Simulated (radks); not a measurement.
Q: The ytterbium ion Yb+ is in [Xe] 4f14 6s1. All-electron calculation, scalar-relativistic Kohn-Sham, PBEsol, spin-polarised, spherical densities, finite nucleus; Fermi nuclear charge, rms radius of each element as measured or else 0.836 A^(1/3) + 0.57 fm. Program: a radial shooting solver on a logarithmic mesh with Libxc functionals. Open shells are filled with parallel spins first. One electron is removed from 5p, 5s, 6s, 4f in turn, with full relaxation. Which removal costs least, and what does each cost?

A: 6s 12.368 eV; 4f 17.804 eV; 5p 40.236 eV; 5s 68.425 eV. The 6s electron leaves first.
